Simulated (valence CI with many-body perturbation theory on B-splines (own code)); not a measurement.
## Ga¹⁵⁺: electric-dipole lines

Computed by relativistic CI+MBPT: six valence electrons over a frozen Dirac-Fock core [Ne], radial functions for each j: 9 s, 9 p, 8 d, 6 f, 3 g, 1 h, with the one-electron correlation potential Σ1 (screened to all orders), the two-electron term Σ2, the three-electron term Σ3, Breit, model QED; selected single and double excitations, second order for the rest, scaled by the run's own slope (own B-spline code, finite nucleus).

No measured levels were compared; by estimate levels of excited configurations hold to 0.05 to 0.15 % of their energy, terms of the ground configuration to about 0.5 %. Among the levels kept, up to 1400 cm⁻¹ of a level comes from second order outside the variational space, and about a tenth of that is noise between levels of different J, which matters for small intervals.

Lines 1 to 50 of 93 in falling wavelength, among levels below 759590 cm⁻¹, chosen from the strongest by gf and those to the six lowest levels. Wavelengths and rates use the calculated energies, so an error of 300 cm⁻¹ moves a line at 338.5 Å by 0.1 % and its rate by three times that or more. Electric multipoles are in the length gauge, E1 and E2 with the static RPA response of the core. Weak lines are less certain than strong ones. Lines between different terms over intervals too small for the method are left out, as are lines whose strength nearly cancels. The highest levels of a list are the least certain.

Names give the largest LS component (configuration and term), which can be under half, so a name can repeat, a term be missing and a line seem to break the LS rules; names also repeat where a configuration has a term twice. Letters in brackets count levels of one name in rising energy.

```csv
λ vac (Å),Upper,Lower,A (s⁻¹),log gf,Branch %
338.5,3s 3p5 3P°_1,3s2 3p4 1S_0,7.68e+07,-2.40,1.2
294.5,3s 3p5 3P°_2,3s2 3p4 1D_2,2.97e+08,-1.71,5.4
276.3,3s 3p5 3P°_1,3s2 3p4 1D_2,5.55e+07,-2.72,0.9
269.8,3s 3p5 3P°_2,3s2 3p4 3P_1,1.21e+09,-1.18,22.0
259.9,3s 3p5 1P°_1,3s2 3p4 1S_0,5.37e+08,-1.79,3.8
254.5,3s 3p5 3P°_1,3s2 3p4 3P_1,1.32e+09,-1.41,20.8
251.4,3s 3p5 3P°_1,3s2 3p4 3P_0,1.67e+09,-1.32,26.3
246.7,3s 3p5 3P°_2,3s2 3p4 3P_2,4.00e+09,-0.74,72.6
244.6,3s2 3p3 3d 5D°_1,3s2 3p4 1S_0,3.75e+05,-5.00,0.1
243.7,3s 3p5 3P°_0,3s2 3p4 3P_1,5.94e+09,-1.28,100.0
233.8,3s 3p5 3P°_1,3s2 3p4 3P_2,3.23e+09,-1.10,50.8
221.6,3s 3p5 1P°_1,3s2 3p4 1D_2,1.27e+10,-0.55,88.9
220.7,3s2 3p3 3d 3D°_1 [a],3s2 3p4 1S_0,7.58e+06,-3.78,3.5
210.5,3s2 3p3 3d 5D°_2,3s2 3p4 1D_2,3.55e+06,-3.93,1.0
210.4,3s2 3p3 3d 5D°_3,3s2 3p4 1D_2,1.72e+06,-4.10,1.3
210.4,3s2 3p3 3d 5D°_1,3s2 3p4 1D_2,2.15e+07,-3.37,3.2
207.4,3s 3p5 1P°_1,3s2 3p4 3P_1,1.16e+08,-2.65,0.8
205.3,3s 3p5 1P°_1,3s2 3p4 3P_0,3.30e+06,-4.20,0.0
199.0,3s2 3p3 3d 3D°_2 [a],3s2 3p4 1D_2,5.59e+07,-2.78,16.7
197.8,3s2 3p3 3d 5D°_0,3s2 3p4 3P_1,5.51e+08,-2.49,100.0
197.6,3s2 3p3 3d 5D°_2,3s2 3p4 3P_1,1.57e+06,-4.34,0.4
197.5,3s2 3p3 3d 5D°_1,3s2 3p4 3P_1,1.38e+08,-2.62,20.4
195.6,3s2 3p3 3d 5D°_1,3s2 3p4 3P_0,7.65e+07,-2.88,11.3
193.8,3s2 3p3 3d 3D°_3 [a],3s2 3p4 1D_2,1.41e+06,-4.26,85.7
193.4,3s 3p5 1P°_1,3s2 3p4 3P_2,9.22e+08,-1.81,6.5
192.4,3s2 3p3 3d 3D°_1 [a],3s2 3p4 1D_2,7.54e+04,-5.90,0.0
190.8,3s2 3p3 3d 3F°_2 [a],3s2 3p4 1D_2,1.57e+05,-5.37,0.1
189.7,3s2 3p3 3d 3D°_1 [b],3s2 3p4 1S_0,1.48e+08,-2.62,2.8
188.5,3s2 3p3 3d 3F°_3 [a],3s2 3p4 1D_2,3.25e+07,-2.92,35.0
187.5,3s2 3p3 3d 3D°_2 [a],3s2 3p4 3P_1,2.78e+07,-3.14,8.3
185.4,3s2 3p3 3d 3P°_1 [a],3s2 3p4 1S_0,1.10e+07,-3.77,0.1
184.9,3s2 3p3 3d 5D°_2,3s2 3p4 3P_2,3.60e+08,-2.04,98.6
184.8,3s2 3p3 3d 5D°_3,3s2 3p4 3P_2,1.35e+08,-2.32,98.8
184.8,3s2 3p3 3d 5D°_1,3s2 3p4 3P_2,4.40e+08,-2.17,65.1
181.6,3s2 3p3 3d 3D°_1 [a],3s2 3p4 3P_1,4.74e+07,-3.15,21.8
180.3,3s2 3p3 3d 3G°_3,3s2 3p4 1D_2,1.70e+08,-2.24,22.8
180.1,3s2 3p3 3d 3F°_2 [a],3s2 3p4 3P_1,9.40e+06,-3.64,3.8
180.0,3s2 3p3 3d 3D°_1 [a],3s2 3p4 3P_0,5.02e+05,-5.14,0.2
178.6,3s2 3p3 3d 1S°_0,3s2 3p4 3P_1,1.36e+08,-3.19,100.0
176.0,3s2 3p3 3d 3D°_2 [a],3s2 3p4 3P_2,2.50e+08,-2.24,74.9
171.9,3s2 3p3 3d 3D°_3 [a],3s2 3p4 3P_2,2.34e+05,-5.14,14.3
170.8,3s2 3p3 3d 3D°_1 [a],3s2 3p4 3P_2,1.62e+08,-2.67,74.5
170.5,3s2 3p3 3d 1D°_2,3s2 3p4 1D_2,1.12e+09,-1.61,42.4
169.5,3s2 3p3 3d 3F°_2 [a],3s2 3p4 3P_2,2.39e+08,-2.29,96.2
168.5,3s2 3p3 3d 3D°_1 [b],3s2 3p4 1D_2,1.40e+09,-1.75,26.5
167.7,3s2 3p3 3d 3F°_3 [a],3s2 3p4 3P_2,6.03e+07,-2.75,65.0
167.1,3s2 3p3 3d 3P°_1 [b],3s2 3p4 1S_0,8.36e+08,-1.98,0.5
165.2,3s2 3p3 3d 3S°_1,3s2 3p4 1S_0,1.41e+09,-1.76,1.1
165.1,3s2 3p3 3d 3P°_1 [a],3s2 3p4 1D_2,1.72e+09,-1.68,16.3
163.1,3s2 3p3 3d 3D°_2 [b],3s2 3p4 1D_2,7.62e+07,-2.82,8.8
```
